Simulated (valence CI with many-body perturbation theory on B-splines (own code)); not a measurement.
**E1 line list for La⁶⁺**

Level of theory: valence CI with perturbative core correlation (CI+MBPT): five valence electrons over a frozen Dirac-Fock core [Kr] 4d10, a basis of 7 s, 7 p, 7 d, 7 f, 4 g, 2 h functions for each j, with the one-electron correlation potential Σ1 (screened to all orders), the two-electron term Σ2, the three-electron term Σ3, Breit, model QED; selected single and double excitations, second order for the rest, scaled by the run's own slope (own B-spline code, finite nucleus).

With an open or low-lying f shell, different configurations can be misplaced against each other by up to about 5,000 cm⁻¹. No measured spectrum was set against this ion. As an estimate, levels hold to about 250 cm⁻¹ or 0.2 % of their energy and the worst to 1 %, as in measured heavy ions of charge 2 to 7; those with d or f electrons hold less well. Among the levels kept, up to 2200 cm⁻¹ of a level comes from second order outside the variational space, and about a tenth of that is noise between levels of different J, which matters for small intervals.

Lines 151 to 200 of 529 in falling wavelength, among levels below 40.462 eV, chosen from the strongest by gf and those to the six lowest levels. Wavelengths and rates use the calculated energies, so an error of 300 cm⁻¹ moves a line at 62.78 nm by 0.19 % and its rate by three times that or more. Electric multipoles are in the length gauge, E1 and E2 with the static RPA response of the core. Weak lines are less certain than strong ones. Lines between different terms over intervals too small for the method are left out, as are lines whose strength nearly cancels. Where a level lies close to another of its J and parity, the split of strength between their lines is uncertain. The highest levels of a list are the least certain.

Names give the largest LS component (configuration and term), which can be under half, so a name can repeat, a term be missing and a line seem to break the LS rules; names also repeat where a configuration has a term twice. Letters in brackets count levels of one name in rising energy.

```
λ vac (nm)                  Upper                   Lower   A (s⁻¹)  S (a.u.)
     62.78          5s 5p4 2P_1/2         5s2 5p3 2P°_1/2  1.23e+09  3.01e-01
     62.54   4f 5s 5p3 4F_3/2 [b]      4f 5s2 5p2 4G°_5/2  8.81e+08  4.25e-01
     62.51          5s 5p4 4P_1/2         5s2 5p3 4S°_3/2  1.09e+09  2.63e-01
     62.39   4f 5s 5p3 2G_7/2 [b]  4f 5s2 5p2 2F°_5/2 [b]  1.15e+09  1.10e+00
     62.35   4f 5s 5p3 2F_7/2 [c]  4f 5s2 5p2 2F°_7/2 [b]  1.65e+08  1.58e-01
     62.34  5s2 5p2 5d 4D_1/2 [a]         5s2 5p3 2P°_3/2  1.96e+08  4.70e-02
     62.33  5s2 5p2 5d 2D_5/2 [c]      4f 5s2 5p2 4D°_7/2  2.13e+08  1.52e-01
     62.31   4f 5s 5p3 4D_1/2 [b]      4f 5s2 5p2 4D°_3/2  7.02e+08  1.68e-01
     62.27   4f 5s 5p3 2G_7/2 [a]  4f 5s2 5p2 4G°_7/2 [a]  1.41e+08  1.34e-01
     62.25   4f 5s 5p3 4G_7/2 [b]  4f 5s2 5p2 2F°_7/2 [a]  1.29e+08  1.23e-01
     62.13   4f 5s 5p3 4G_7/2 [b]  4f 5s2 5p2 2F°_5/2 [a]  6.21e+08  5.88e-01
     62.09   4f 5s 5p3 2F_7/2 [b]      4f 5s2 5p2 2G°_7/2  1.24e+09  1.17e+00
     62.08   4f 5s 5p3 2F_7/2 [a]  4f 5s2 5p2 2D°_5/2 [a]  2.68e+08  2.53e-01
     62.07       4f 5s 5p3 2P_3/2      4f 5s2 5p2 4G°_5/2  7.37e+07  3.48e-02
     61.99   4f 5s 5p3 2F_7/2 [b]  4f 5s2 5p2 2G°_9/2 [b]  2.57e+08  2.42e-01
     61.96   4f 5s 5p3 2F_7/2 [a]  4f 5s2 5p2 4G°_7/2 [b]  2.27e+08  2.13e-01
     61.74   4f 5s 5p3 4D_3/2 [b]  4f 5s2 5p2 2F°_5/2 [a]  1.25e+09  5.80e-01
     61.74   4f 5s 5p3 2F_7/2 [d]      4f 5s2 5p2 4F°_9/2  2.50e+08  2.32e-01
     61.72  4f 5s 5p3 4G_11/2 [b]     4f 5s2 5p2 4G°_11/2  1.02e+09  1.42e+00
     61.68   4f 5s 5p3 2F_7/2 [d]  4f 5s2 5p2 2F°_5/2 [c]  3.00e+08  2.78e-01
     61.66   4f 5s 5p3 4G_9/2 [b]  4f 5s2 5p2 2G°_9/2 [a]  2.92e+08  3.38e-01
     61.65   4f 5s 5p3 2F_7/2 [d]  4f 5s2 5p2 2F°_7/2 [b]  4.49e+08  4.15e-01
     61.47   4f 5s 5p3 4F_7/2 [c]      4f 5s2 5p2 4D°_5/2  5.47e+08  5.02e-01
     61.43   4f 5s 5p3 4G_5/2 [b]      4f 5s2 5p2 4D°_3/2  2.45e+08  1.68e-01
     61.42   4f 5s 5p3 4G_5/2 [b]  4f 5s2 5p2 2F°_7/2 [a]  4.10e+08  2.81e-01
     61.39       4f 5s 5p3 2H_9/2  4f 5s2 5p2 4G°_7/2 [a]  3.83e+08  4.37e-01
     61.34   4f 5s 5p3 4F_3/2 [e]  4f 5s2 5p2 2F°_5/2 [c]  4.61e+08  2.10e-01
     61.26   4f 5s 5p3 2D_5/2 [a]  4f 5s2 5p2 2F°_5/2 [b]  3.12e+08  2.12e-01
     61.24   4f 5s 5p3 2F_5/2 [c]  4f 5s2 5p2 2F°_5/2 [c]  2.81e+08  1.91e-01
     61.21   4f 5s 5p3 2F_5/2 [c]  4f 5s2 5p2 2F°_7/2 [b]  9.85e+08  6.69e-01
     61.10   4f 5s 5p3 4D_5/2 [c]  4f 5s2 5p2 2F°_7/2 [a]  1.29e+09  8.69e-01
     61.00       4f 5s 5p3 4P_5/2  4f 5s2 5p2 4G°_7/2 [a]  1.35e+09  9.05e-01
     60.94   4f 5s 5p3 4F_9/2 [c]  4f 5s2 5p2 2G°_9/2 [a]  1.14e+09  1.27e+00
     60.89   4f 5s 5p3 2G_7/2 [a]      4f 5s2 5p2 4G°_5/2  1.20e+08  1.07e-01
     60.85      5s2 5p2 5d 4D_3/2         5s2 5p3 2P°_3/2  8.11e+07  3.61e-02
     60.75  4f 5s 5p3 4G_11/2 [b]  4f 5s2 5p2 2G°_9/2 [a]  1.08e+08  1.44e-01
     60.72   4f 5s 5p3 4F_3/2 [c]      4f 5s2 5p2 4F°_3/2  5.57e+08  2.46e-01
     60.68   4f 5s 5p3 4F_7/2 [d]      4f 5s2 5p2 4F°_9/2  1.05e+09  9.28e-01
     60.60   4f 5s 5p3 4D_7/2 [b]  4f 5s2 5p2 2F°_7/2 [a]  1.72e+08  1.51e-01
     60.59   4f 5s 5p3 4F_7/2 [d]  4f 5s2 5p2 2F°_7/2 [b]  2.02e+08  1.77e-01
     60.58   4f 5s 5p3 4F_9/2 [d]      4f 5s2 5p2 4F°_9/2  6.84e+08  7.51e-01
     60.55   4f 5s 5p3 2G_9/2 [b]  4f 5s2 5p2 2F°_7/2 [a]  6.98e+08  7.65e-01
     60.48   4f 5s 5p3 4F_7/2 [c]      4f 5s2 5p2 4G°_9/2  7.08e+08  6.19e-01
     60.46   4f 5s 5p3 4F_7/2 [c]      4f 5s2 5p2 4D°_7/2  2.85e+08  2.49e-01
     60.29   4f 5s 5p3 2F_5/2 [b]      4f 5s2 5p2 4F°_3/2  4.38e+08  2.84e-01
     60.26   4f 5s 5p3 4D_5/2 [b]      4f 5s2 5p2 4G°_5/2  8.42e+07  5.46e-02
     60.21   4f 5s 5p3 4G_9/2 [b]      4f 5s2 5p2 4G°_9/2  6.56e+08  7.07e-01
     59.91   4f 5s 5p3 2G_9/2 [b]     4f 5s2 5p2 4G°_11/2  1.86e+08  1.97e-01
     59.73   4f 5s 5p3 2D_5/2 [a]      4f 5s2 5p2 2G°_7/2  1.94e+09  1.22e+00
     59.68   4f 5s 5p3 2F_5/2 [b]      4f 5s2 5p2 4D°_7/2  7.24e+08  4.56e-01
```
